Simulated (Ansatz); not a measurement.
Coupled-cluster diagnostics for Ga2S3, Ansatz.

Geometry of the singlet (B3LYP-D4/def2-SVP):

```csv
atom,x (Å),y (Å),z (Å)
Ga1,1.4964,-0.8803,-0.9906
Ga2,-1.9834,-0.7464,0.5141
S3,-0.7040,0.7617,-1.2696
S4,0.7328,1.2689,0.2247
S5,0.4583,-0.4038,1.5214
```

Correlated methods freeze 33 core orbitals; core or outer-core shells of Ga are correlated, in sets that lack core-valence functions. Another isomer (singlet) lies 0.49 eV lower at PBE0-D4/def2-TZVP; other spin states weren't run for this one.

**Question.** Estimate the CCSD(T) correlation energy, the shares of MP2 and (T), T1 and the reference's ⟨S²⟩ for: charge 0, singlet, own geometry in def2-TZVP; and the rough time on 4 threads of Intel Xeon Platinum 8375C on a shared host.

**Answer.** 
```json
{"state": "charge 0, singlet, own geometry", "basis": "def2-TZVP", "correlation (eV)": "-27.356", "MP2 share (%)": "92.0", "(T) share (%)": "5.6", "T1": "0.018", "⟨S²⟩ (pure)": "0.00 (0.00)", "wall time": "83 s"}
```
Customary marks for T1 are 0.02 (closed shells), 0.045 (open shells) and about 0.05 (3d metals). T1 stays under 0.02 throughout.
